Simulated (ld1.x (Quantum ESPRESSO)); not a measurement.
**selenium RRKJ: all-electron and pseudo phase curves**

```
Element                 : Se
Generator               : ld1.x (Quantum ESPRESSO) 7.5
Type                    : norm-conserving RRKJ (Kleinman–Bylander form)
Functional              : PBE
Relativity              : scalar-relativistic
Frozen core             : [Ne] 3s2
Valence charge          : 22
Reference configuration : 3p6 3d10 4s2 4p3.5 (charge +0.5)
Partial waves           : 3p (bound): rc 0.85 bohr; 3d (bound): rc 0.50 bohr; 4s (bound): rc 1.20 bohr
Local potential         : the s channel
Core correction         : none
```

Occupied shells without a wave of their own: 4p. They enter only through the test configuration that unscreens the potential.

The phase is arctan(r·u′/u) with u = r·R(r), unwrapped; energies in Ry, scanned from -14 to 5 Ry. A pole is an energy at which the radial function vanishes at the test radius. The pseudo phase is shifted by a multiple of π to meet the all-electron one at the reference energy, and phase errors are pseudo minus all-electron; the curves can meet again beyond the range given. Levels narrower than the energy grid can be missing from the lists of poles.

| channel | radius (bohr) | reference energy (Ry) | poles, all-electron | poles, pseudo | unbroken range about the reference energy with phases within 0.05 rad | phase error 1 Ry above the reference energy (rad) |
| --- | --- | --- | --- | --- | --- | --- |
| s | 1.31 | -1.61 | none | none | -13.8 to 0.1 | -0.014 |
| p | 1.31 | -11.61 | -11.24 | -11.23 | -11.9 to -5.8 | +0.011 |
| d | 1.31 | -4.27 | -3.62 | -3.56 | -4.6 to -1.6 | +0.022 |

A Bessel basis up to 400 Ry misses an occupied level by 0.12 Ry, so cutoffs and ghosts were not judged. The potential misses its own reference levels by up to 3.0 eV, so it is not fit for use.

Phases in the d channel:

| E (Ry) | all-electron | pseudo |
| --- | --- | --- |
| -14.00 | 1.355 | 1.363 |
| -13.52 | 1.351 | 1.359 |
| -13.04 | 1.346 | 1.355 |
| -12.56 | 1.341 | 1.350 |
| -12.08 | 1.335 | 1.345 |
| -11.60 | 1.329 | 1.340 |
| -11.12 | 1.322 | 1.334 |
| -10.64 | 1.315 | 1.327 |
| -10.16 | 1.306 | 1.320 |
| -9.68 | 1.297 | 1.312 |
| -9.20 | 1.286 | 1.302 |
| -8.72 | 1.273 | 1.292 |
| -8.24 | 1.258 | 1.278 |
| -7.76 | 1.239 | 1.262 |
| -7.28 | 1.215 | 1.241 |
| -6.80 | 1.183 | 1.212 |
| -6.32 | 1.135 | 1.169 |
| -5.84 | 1.053 | 1.096 |
| -5.36 | 0.879 | 0.937 |
| -4.88 | 0.314 | 0.396 |
| -4.40 | -0.985 | -0.982 |
| -3.92 | -1.457 | -1.450 |
| -3.44 | -1.614 | -1.596 |
| -2.96 | -1.694 | -1.667 |
| -2.48 | -1.746 | -1.710 |
| -2.00 | -1.785 | -1.742 |
| -1.52 | -1.818 | -1.766 |
| -1.04 | -1.849 | -1.787 |
| -0.56 | -1.878 | -1.806 |
| -0.08 | -1.909 | -1.823 |
| 0.40 | -1.942 | -1.840 |
| 0.88 | -1.979 | -1.857 |
| 1.36 | -2.021 | -1.874 |
| 1.84 | -2.070 | -1.892 |
| 2.32 | -2.129 | -1.910 |
| 2.80 | -2.202 | -1.930 |
| 3.28 | -2.294 | -1.952 |
| 3.76 | -2.414 | -1.976 |
| 4.24 | -2.572 | -2.002 |
| 4.72 | -2.778 | -2.032 |
